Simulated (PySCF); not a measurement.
Run record: excited-state job, `CC[C@H](CN)CF`.

Method: TDDFT PBE0/def2-SVPD, vertical, gas phase, core orbitals frozen in the response (PySCF 2.14.0, density-fitted response routines). Geometry: GFN2-xTB. The input is one job of a driver script: a line of settings, then coordinates in Å.

Command:
```bash
OMP_NUM_THREADS=1 python probes_run.py task.json out
```

Input:
```
{"job": {"kind": "uv", "xc": "PBE0", "basis": "def2-SVPD", "nstates": 6, "ntriplets": 2}, "charge": 0, "multiplicity": 1}
C     -1.888768    -1.017123    -0.151205
C     -1.005585    -0.266507    -1.142153
C      0.241119     0.392321    -0.534809
C      1.121827    -0.594543     0.238270
N      2.386580     0.034607     0.587158
C     -0.105962     1.573150     0.367198
F     -0.661951     2.594949    -0.368608
H     -2.758058    -1.415606    -0.669279
H     -2.242453    -0.361188     0.639640
H     -1.353776    -1.848879     0.299796
H     -1.594946     0.516844    -1.623268
H     -0.682856    -0.961590    -1.921341
H      0.834248     0.795039    -1.365077
H      1.243393    -1.507410    -0.369051
H      0.631197    -0.872028     1.174590
H      2.902782     0.275252    -0.253074
H      2.960455    -0.600980     1.129767
H     -0.836952     1.304788     1.134418
H      0.799904     1.968154     0.834729
```

Output:
```
coarse grid: 15024 points
cycle   1  E = -351.6018092615  dE =  5.109e-01  |g| = 5.360e-01  |ddm| = 6.178e+00
cycle   2  E = -351.5718303771  dE =  2.998e-02  |g| = 6.917e-01  |ddm| = 2.379e+00
cycle   3  E = -351.6649147917  dE = -9.308e-02  |g| = 5.853e-02  |ddm| = 1.232e+00
cycle   4  E = -351.6653662399  dE = -4.514e-04  |g| = 3.070e-02  |ddm| = 1.018e-01
cycle   5  E = -351.6655680405  dE = -2.018e-04  |g| = 5.219e-03  |ddm| = 4.825e-02
cycle   6  E = -351.6655735426  dE = -5.502e-06  |g| = 1.555e-03  |ddm| = 1.173e-02
final grid: 143104 points
cycle   7  E = -351.7131634303  dE = -6.414e-05  |g| = 1.101e-02  |ddm| = 1.670e-01
cycle   8  E = -351.7131441654  dE =  1.926e-05  |g| = 1.473e-02  |ddm| = 4.741e-02
cycle   9  E = -351.7131914012  dE = -4.724e-05  |g| = 1.184e-03  |ddm| = 2.560e-02
cycle  10  E = -351.7131916568  dE = -2.557e-07  |g| = 3.225e-04  |ddm| = 2.020e-03
cycle  11  E = -351.7131916756  dE = -1.877e-08  |g| = 7.160e-05  |ddm| = 5.652e-04
cycle  12  E = -351.7131916766  dE = -1.010e-09  |g| = 2.553e-05  |ddm| = 2.151e-04
cycle  13  E = -351.7131916768  dE = -1.324e-10  |g| = 5.634e-06  |ddm| = 7.132e-05
converged SCF energy = -351.7131916768

Static polarisability (au): isotropic 71.270, principal 64.963 70.452 78.394

Singlet excitations
state   eV       nm        f      main configurations
  1   6.3050    196.6   0.00850   H->L 0.88, H->L+1 0.10
  2   7.1210    174.1   0.00512   H->L+1 0.52, H->L+2 0.35
  3   7.2392    171.3   0.00984   H->L+2 0.57, H->L+1 0.31
  4   7.4993    165.3   0.04106   H->L+3 0.92
  5   8.1001    153.1   0.00898   H->L+5 0.50, H->L+4 0.42
  6   8.3335    148.8   0.00190   H->L+4 0.42, H->L+5 0.40

Triplet excitations (Tamm-Dancoff, eV): 6.0119 7.0057
```

The SCF starts on a coarse grid where the log names one; the energy can jump when the final grid takes over, and dE then counts from the start density on the new grid. H and L stand for HOMO and LUMO; the number after each pair is its weight.

Problem. Give the mean polarisability as a volume in Å³, and the ratio of the largest to the smallest principal value.

Solution. 71.270 au × 0.148185 = 10.56 Å³; 78.394/64.963 = 1.21.

Main results: HOMO -7.08 eV, LUMO 0.64 eV; lowest singlet 6.30 eV; lowest triplet 6.01 eV (Tamm–Dancoff); mean polarisability 71.3 au.

Problem. Estimate the wall time. Hardware: one thread, Arm Neoverse V1 (aarch64) (shared host). And the peak memory of the process?

Solution. About 45 s, with 0.93 GiB resident at the peak, the Python interpreter and its libraries included.

One conformer stands for the species.
Labels such as C1 count atoms from 1, the log's own numbers from 0.
